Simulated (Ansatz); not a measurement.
Computed with Ansatz.

A structure relaxed at PBE0-D4/def2-TZVP, charge 0, multiplicity 1:

```xyz
13

O     2.596    0.641    1.205
C     1.689    0.202    0.686
Co    0.283   -0.530   -0.141
C     1.103   -2.068   -0.547
O     1.621   -3.040   -0.804
C    -0.066   -0.068   -1.832
O    -0.274    0.199   -2.913
C    -1.010   -1.279    0.841
O    -1.817   -1.782    1.457
Si   -0.761    1.425    0.378
Cl   -0.834    1.765    2.399
Cl    0.172    3.056   -0.445
Cl   -2.702    1.479   -0.284
```

Question: Give its formula and SMILES.

Answer: C4Cl3CoO4Si, `[O+]#[C][Co-4]([C]#[O+])([C]#[O+])([C]#[O+])[Si](Cl)(Cl)Cl`.

Question: Point group (tolerance 0.08 Å, 0.16 Å for H)?

Answer: C3v.

Question: Summarise the bond lengths by kind.

Answer: 4 × C–O 1.131 to 1.133 Å; 4 × C–Co 1.788 to 1.789 Å; 1 × Co–Si 2.277 Å; 3 × Cl–Si 2.051 Å.
